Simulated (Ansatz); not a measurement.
Si5H2⁻. The state is a doublet with charge -1. Geometry B3LYP-D4/def2-SVP, that of the neutral singlet; atoms count from 1.

Cartesian coordinates in Å:
```
Si 0.2972 -0.7367 1.3105
Si 0.1599 -1.5048 -0.8822
Si 1.4018 1.0190 0.2549
Si -0.2972 0.7367 -1.3105
Si -1.5617 0.4859 0.6273
H 0.5848 -1.4492 2.5780
H -0.5849 1.4492 -2.5780
```

The highest occupied level of the charge -1 doublet lies above zero (up to 0.38 eV). By energy differences its removal costs 1.05 eV (vertical, to the charge 0 singlet, at PBE0-D4/def2-TZVPD); a positive level beside a positive removal energy at the same level points to self-interaction error. Another isomer (singlet) lies 0.08 eV lower at PBE0-D4/def2-TZVP; other spin states weren't run for this one.

Estimate the Mulliken populations from the PBE0/def2-TZVPD orbitals of Ansatz.


```csv
atom,charge (e),spin (α − β)
Si1,0.07,0.00
Si2,-0.33,0.26
Si3,-0.33,0.26
Si4,0.07,0.00
Si5,-0.31,0.48
H6,-0.09,0.00
H7,-0.09,0.00
```
Mulliken values and Mayer orders depend strongly on the basis. With diffuse functions, as here, like atoms can get unlike values, and bond orders can come out too low or too high.

Where does the spin sit?

Summed by element: Si 1.00, H 0.00, of 1 unpaired in all. Largest on single atoms: Si5 0.48, Si3 0.26, Si2 0.26.

And the Mayer bond orders between bonded heavy atoms (over 0.3)?

Si1–Si2 0.94 (2.33 Å); Si1–Si3 0.94 (2.33 Å); Si1–Si5 0.88 (2.33 Å); Si2–Si4 0.94 (2.33 Å); Si3–Si4 0.94 (2.33 Å); Si4–Si5 0.88 (2.33 Å). Values over 0.3 also appear between atoms too far apart for a bond (Si2–Si3 0.41 at 3.03 Å; Si2–Si5 0.55 at 3.03 Å; Si3–Si5 0.55 at 3.03 Å); they arise where an orbital or an unpaired electron spreads over both atoms.
